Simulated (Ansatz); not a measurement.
Gas-phase electronic energies from Ansatz, PBE0-D4/def2-TZVP geometries. CCSD(T)/CBS adds triple-zeta CCSD(T) − MP2 to the extrapolated MP2 energy (def2 sets, frozen cores). This one scheme is used for every species. Functionals use def2-TZVPP. B3LYP here is the variant with VWN-RPA as its local correlation; programs differ in this. One conformer a species, not always the lowest.

`CN[SiH2]N` → CH₃NH₂ + `N[SiH]`  (silylene formation by 1,1-elimination)

Is it downhill or uphill in electronic energy at CCSD(T)/CBS, and by how much? (An estimate is asked.)

Computed: Uphill: ΔE = +218.7 kJ/mol.

What do these levels give: B3LYP-D4, r2SCANh-D4, PBE-QIDH, r2SCANh, CCSD/def2-TZVPP, CCSD/CBS(def2)? (An estimate is asked.)

Computed: B3LYP-D4 210.8, r2SCANh-D4 232.0, PBE-QIDH 232.0, r2SCANh 229.3, CCSD/def2-TZVPP 211.9, CCSD/CBS(def2) 218.5 kJ/mol.

Largest T1 diagnostic among the species: 0.015.

From BLYP to BHLYP (50 % exact exchange), in def2-TZVPP and without D4, ΔE moves by +40.8 kJ/mol. At CCSD(T), def2-SVP lies −27.0 kJ/mol from the extrapolated value and def2-TZVPP −6.6 kJ/mol. The D4 term adds +14.2 kJ/mol with B3LYP and +7.8 kJ/mol with PBE0; it sums over pairs of atoms, weighted by their polarisabilities, and B3LYP, whose exchange is more repulsive, gets the larger term.
